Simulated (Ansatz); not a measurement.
Mulliken charges of H₅NOSn, SMILES `[NH2][SnH2][OH]` from r2SCAN/def2-TZVPP in Ansatz (PBE0-D4/def2-TZVP geometry).

| atom | x (Å) | y (Å) | z (Å) | charge (e) |
| --- | --- | --- | --- | --- |
| N1 | -1.216 | 0.494 | -0.769 | -0.586 |
| Sn2 | 0.444 | 0.180 | 0.320 | 0.939 |
| O3 | 0.279 | -1.683 | 0.926 | -0.568 |
| H4 | -1.612 | 1.419 | -0.680 | 0.150 |
| H5 | -1.154 | 0.259 | -1.749 | 0.149 |
| H6 | 0.362 | 1.205 | 1.678 | -0.128 |
| H7 | 1.909 | 0.259 | -0.568 | -0.141 |
| H8 | 1.081 | -2.191 | 0.784 | 0.186 |

Problem. By hand: the dipole of these point charges (1 e Å = 4.8032 D).

Solution. Σ q r = (0.443, 0.489, -0.126) e Å, of length 0.672 e Å = 3.23 D.

Problem. How does the dipole of the full density compare? (Best estimate.)

Solution. Computed: (0.311, 0.335, -0.281) e Å, 2.58 D; the point charges give 1.25 times that, at 21° from its direction.

Point charges leave out the atoms' own dipoles, such as those of lone pairs, and Mulliken's split depends on the basis, so the two needn't agree.
